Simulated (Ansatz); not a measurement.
The same molecule with X = B, Al, Ga, In. Ansatz, PBE0-D4/def2-TZVP geometries, multiplicity 1.

Elements past krypton have def2 core potentials. Scalar relativity is left out up to krypton.

```tsv
X	molecule	mean X–H bond length / Å	mean X–O bond length / Å	HOMO–LUMO gap (ωB97M-V/def2-TZVPP) / eV	HOMO energy (PBE0/def2-TZVPP) / eV	zero-point energy (PBE0-D4/def2-TZVP) / kJ/mol
B	`[BH3-][OH+][SiH3]`	1.209	1.654	11.38	-8.09	186.8
Al	`[AlH3-][OH+][SiH3]`	1.602	1.971	10.42	-7.56	159.5
Ga	`[SiH3][OH+][GaH3-]`	1.577	2.176	10.73	-7.77	158.8
```

Question: Give the row for X = In, `[SiH3][OH+][InH3-]`. (Best estimate.)

Answer: The calculation gave: 
| X | molecule | mean X–H bond length / Å | mean X–O bond length / Å | HOMO–LUMO gap (ωB97M-V/def2-TZVPP) / eV | HOMO energy (PBE0/def2-TZVPP) / eV | zero-point energy (PBE0-D4/def2-TZVP) / kJ/mol |
| --- | --- | --- | --- | --- | --- | --- |
| In | `[SiH3][OH+][InH3-]` | 1.732 | 2.436 | 10.14 | -7.56 | 151.4 |

From B to In the mean X–H bond length isn't monotonic: highest at In, lowest at B; the mean X–O bond length rises at each step, by 0.782 Å in all; the HOMO–LUMO gap (ωB97M-V/def2-TZVPP) isn't monotonic: highest at B, lowest at In; the HOMO energy (PBE0/def2-TZVPP) isn't monotonic: highest at Al, lowest at B; the zero-point energy (PBE0-D4/def2-TZVP) falls at each step, by 35.4 kJ/mol in all. Bonds lengthen as the atom grows down the group.
